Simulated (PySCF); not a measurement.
C₅H₇O, SMILES O=C1C[CH]CC1, multiplicity 2.

Coordinates come from a ωB97X-D3(BJ)/def2-SVP optimisation. The isomer is the one that the SMILES or the coordinates give; other isomers of the formula were not compared. Other conformers were not sampled.

Level of theory: CAM-B3LYP/def2-TZVP (PySCF).

Computed frontier levels, dipole moment and polarisability:
- α spin, highest occupied and lowest empty level: -7.19 and 0.63 eV
- β spin, highest occupied and lowest empty level: -8.56 and -0.31 eV
- dipole moment: 3.01 D
- quadrupole, principal values (traceless, Buckingham form, about the centre of nuclear charge): -9.34, 3.72, 5.61 D·Å
- mean static polarisability: 57.1 bohr³ (8.46 Å³)
- polarisability, principal values: 45.4, 60.5, 65.4 bohr³
- ⟨S²⟩: 0.755 (pure state 0.75)
